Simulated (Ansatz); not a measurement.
Conformers of C$_{8}$H$_{14}$O$_{2}$, SMILES `CC(=O)C(C(C)=O)C(C)C`, each relaxed with PBE0-D4/def2-TZVP in Ansatz. CBS adds the triple-zeta coupled-cluster correction to the MP2 limit.

Not all of them had a frequency check.

Conformer A:

```xyz
24

C    -0.657    1.062    2.221
C     0.428    0.460    1.375
O     1.514    0.185    1.815
C     0.090    0.192   -0.094
C     1.089    0.983   -0.936
C     0.873    2.471   -0.985
O     2.003    0.452   -1.508
C     0.120   -1.311   -0.395
C    -0.357   -1.584   -1.814
C    -0.714   -2.101    0.605
H    -0.975    2.019    1.799
H    -1.534    0.408    2.209
H    -0.308    1.202    3.243
H    -0.913    0.589   -0.293
H     1.676    2.946   -1.546
H    -0.089    2.692   -1.459
H     0.836    2.886    0.026
H     1.166   -1.618   -0.308
H     0.255   -1.066   -2.552
H    -0.309   -2.653   -2.032
H    -1.398   -1.269   -1.940
H    -0.345   -1.995    1.627
H    -1.763   -1.786    0.582
H    -0.689   -3.165    0.359
```

Conformer B:

```xyz
24

C    -1.354   -1.379   -1.556
C    -0.548   -1.557   -0.302
O    -0.459   -2.619    0.264
C     0.219   -0.341    0.222
C     1.443   -0.212   -0.682
C     2.690   -0.883   -0.192
O     1.384    0.368   -1.738
C    -0.608    0.946    0.279
C     0.239    2.104    0.791
C    -1.832    0.758    1.165
H    -2.243   -0.779   -1.344
H    -0.777   -0.835   -2.307
H    -1.661   -2.353   -1.931
H     0.551   -0.618    1.227
H     3.460   -0.867   -0.960
H     2.465   -1.909    0.111
H     3.048   -0.364    0.703
H    -0.926    1.183   -0.740
H    -0.356    3.018    0.850
H     0.618    1.892    1.796
H     1.089    2.304    0.136
H    -1.532    0.535    2.193
H    -2.474   -0.060    0.828
H    -2.436    1.668    1.186
```

(1) Which is lowest in electronic energy at CCSD(T)/CBS (frozen core, def2 sets), and by how much? (An estimate is asked.)

(2) Give the energies relative to B (kJ/mol) with r2SCAN-D4/def2-TZVPP, ωB97M-V/def2-TZVPP, CCSD/def2-TZVPP, HF/def2-QZVPP, MP2/def2-QZVPP, SCS-MP2/def2-QZVPP, HF/CBS(def2). (An estimate is asked.)

Results:

(1) Computed: B; A lies 9.4 kJ/mol higher.

(2) Computed: 
| level | A |
| --- | --- |
| r2SCAN-D4/def2-TZVPP | 10.7 |
| ωB97M-V/def2-TZVPP | 9.7 |
| CCSD/def2-TZVPP | 8.6 |
| HF/def2-QZVPP | 8.2 |
| MP2/def2-QZVPP | 9.7 |
| SCS-MP2/def2-QZVPP | 8.6 |
| HF/CBS(def2) | 8.2 |
